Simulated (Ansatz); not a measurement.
Q: Name a neutral molecule of C, F, O, S and H with LUMO energy (B3LYP/def2-TZVPP) between 0.00 and 0.30 eV and HOMO energy (PBE/def2-TZVPP) between -7.05 and -6.75 eV (Ansatz, PBE0-D4/def2-TZVP geometry).

A: `O=S(=O)(OCCO)C(F)(F)F` (0.28 eV, -6.91 eV). Other molecules can fit too; these were computed, each in one conformer that needn't be the lowest.

B3LYP here is the variant with VWN-RPA as its local correlation; programs differ in this.
